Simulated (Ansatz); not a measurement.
Gas-phase electronic energies from Ansatz, PBE0-D4/def2-TZVP geometries. CBS: MP2 limit from def2 TZ/QZ plus the TZ coupled-cluster correction, frozen cores. This one scheme is used for every species. DFT in def2-TZVPP. B3LYP here is the variant with VWN-RPA as its local correlation; programs differ in this. For Ge outer-core shells are correlated without core-valence functions, which leaves a few kJ/mol of doubt a bond. Scalar relativity is left out up to krypton. One conformer a species, not always the lowest.

Consider the redistribution: `FBF` + `NC[SiH2][GeH3]` → `NCBF` + `F[SiH2][GeH3]`.

`FBF`:

Cartesian coordinates in Å:
```
F 0.824 0.989 -0.118
B 0.003 -0.025 0.031
F -0.928 -0.205 -0.877
H 0.100 -0.760 0.964
```

`NC[SiH2][GeH3]`:

```xyz
13

N     0.212    0.423    1.889
C     0.811    1.019    0.702
Si    0.884   -0.235   -0.708
Ge   -1.297   -1.038   -1.231
H     0.206    1.075    2.663
H    -0.749    0.153    1.719
H     0.322    1.939    0.342
H     1.847    1.291    0.930
H     1.752   -1.385   -0.338
H     1.448    0.419   -1.923
H    -2.175    0.094   -1.797
H    -1.253   -2.169   -2.271
H    -2.007   -1.585    0.023
```

`NCBF`:

Z-matrix (Å, degrees):
```
C
B 1 1.555
N 1 1.448 2 115.4
H 1 1.099 2 107.4 3 -123.5
H 1 1.111 2 104.1 3 127.0
F 2 1.326 1 120.2 3 -11.5
H 2 1.200 1 122.7 3 171.2
H 3 1.010 1 112.1 2 162.4
H 3 1.011 1 111.5 2 41.0
```

`F[SiH2][GeH3]`:

Cartesian coordinates in Å:
```
F 1.671 -1.502 0.414
Si 1.065 -0.286 -0.441
Ge -1.072 0.309 0.421
H 2.018 0.850 -0.349
H 0.970 -0.730 -1.856
H -2.050 -0.871 0.325
H -1.635 1.479 -0.403
H -0.968 0.750 1.889
```

```json
{"level": "PBE-D4", "ΔE (kcal/mol)": "6.7", "difference from CCSD(T)/CBS": "1.3"}
{"level": "B3LYP-D4", "ΔE (kcal/mol)": "5.4", "difference from CCSD(T)/CBS": "0.0"}
{"level": "r2SCAN", "ΔE (kcal/mol)": "5.1", "difference from CCSD(T)/CBS": "-0.3"}
{"level": "B3LYP", "ΔE (kcal/mol)": "3.7", "difference from CCSD(T)/CBS": "-1.7"}
{"level": "HF/def2-TZVPP", "ΔE (kcal/mol)": "2.9", "difference from CCSD(T)/CBS": "-2.5"}
{"level": "MP2/def2-TZVPP", "ΔE (kcal/mol)": "6.8", "difference from CCSD(T)/CBS": "1.4"}
{"level": "CCSD/def2-TZVPP", "ΔE (kcal/mol)": "5.8", "difference from CCSD(T)/CBS": "0.4"}
{"level": "MP2/def2-QZVPP", "ΔE (kcal/mol)": "5.9", "difference from CCSD(T)/CBS": "0.5"}
{"level": "SCS-MP2/def2-QZVPP", "ΔE (kcal/mol)": "4.9", "difference from CCSD(T)/CBS": "-0.5"}
{"level": "MP2/CBS(def2)", "ΔE (kcal/mol)": "5.5", "difference from CCSD(T)/CBS": "0.1"}
{"level": "CCSD(T)/CBS", "ΔE (kcal/mol)": "5.4", "difference from CCSD(T)/CBS": "0"}
```

Largest T1 diagnostic among the species: 0.013.

The D4 term adds +1.7 kcal/mol with B3LYP and +1.0 kcal/mol with PBE0; it sums over pairs of atoms, weighted by their polarisabilities, and B3LYP, whose exchange is more repulsive, gets the larger term. In def2-TZVPP, CCSD(T) changes the Hartree–Fock value by +3.7 kcal/mol (the triples alone add +0.8 kcal/mol) and MP2 by +3.9 kcal/mol.
